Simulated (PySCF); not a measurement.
## A survey of ¹⁷O NMR shifts

- GFN2-xTB structure
- shielding tensors at PBE0/pcSseg-1 (GIAO)
- code: PySCF 2.14.0 with density-fitted response routines
- non-relativistic, one conformer, in vacuum, averaged over atoms made equivalent by symmetry, fast rotation or ring inversion

Shieldings were converted by a linear fit to measured shifts: ¹⁷O (scatter 10.7 ppm rms, 12.2 ppm with the 3 outliers that the fit left out vs liquid water, solution or neat liquid). Occasional misses reach two or three times the rms, and more in compound classes unlike the fitted ones.

(1) Give the ¹⁷O shifts of `C=CO[SiH2]CC(=O)N=C`, `CO/C=P/C1CC1`.

(2) Match the shifts 581.9, 130.0, 90.1, 57.6, 14.9 ppm to `C=C/C(=C/C)OC`, `C=C(C)/P=C/OC`, `CC1=CC[P@@H](=O)C1`, `CO/C=P/C1CC1`, `CCC1CC(=O)C1`.

Answers

(1) 
```
                                                    compound                     environment  δ (ppm)
[CH2:1]=[CH:2][O:3][SiH2:4][CH2:5][C:6](=[O:7])[N:8]=[CH2:9]  O7: amide-type carbonyl oxygen    425.2
[CH2:1]=[CH:2][O:3][SiH2:4][CH2:5][C:6](=[O:7])[N:8]=[CH2:9]      O3: oxygen bonded to C, Si     63.5
                                                CO/C=P/C1CC1                    ether oxygen    130.1
```

(2) 581.9: CCC1CC(=O)C1 (ketone oxygen); 130.0: CO/C=P/C1CC1 (ether oxygen); 90.1: C=C(C)/P=C/OC (ether oxygen); 57.6: CC1=CC[P@@H](=O)C1 (P=O oxygen); 14.9: C=C/C(=C/C)OC (ether oxygen).
